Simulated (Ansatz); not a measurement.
`C[CH](F)[InH2]`. The species carries charge 0 and has multiplicity 1. In: def2 effective core potential. The geometry is a stationary point of PBE0-D4/def2-TZVP.

```xyz
10

C    -1.347   -0.106   -0.312
C     0.019   -0.672   -0.036
F     0.544   -1.199   -1.239
In    1.574    0.758    0.568
H    -2.008   -0.867   -0.742
H    -1.305    0.739   -1.002
H    -1.798    0.242    0.621
H    -0.049   -1.517    0.655
H     1.547    2.314   -0.184
H     2.821    0.306    1.673
```

(1) What is the dipole moment at ωB97M-V/def2-TZVPP? (An estimate is asked.)

(2) And with PBE, r2SCAN, B3LYP? (An estimate is asked.)

(3) Give the Mulliken charges with ωB97M-V, B3LYP, PBE in def2-TZVPP. (Best estimate.)

## Answers

(1) Ansatz gave: 1.77 D, with components (-0.96, 0.45, 1.42) D in this frame, pointing from negative to positive charge.

(2) Ansatz gave: PBE 1.65 D, r2SCAN 1.72 D, B3LYP 1.78 D.

(3) The calculation gave: 
```
atom  ωB97M-V  B3LYP    PBE
  C1    -0.31  -0.25  -0.25
  C2    -0.14  -0.07  -0.08
  F3    -0.25  -0.27  -0.22
 In4     0.44   0.53   0.47
  H5     0.12   0.09   0.09
  H6     0.12   0.10   0.10
  H7     0.09   0.07   0.07
  H8     0.13   0.10   0.09
  H9    -0.10  -0.15  -0.14
 H10    -0.10  -0.14  -0.13
```

B3LYP here is the variant with VWN-RPA as its local correlation; programs differ in this.
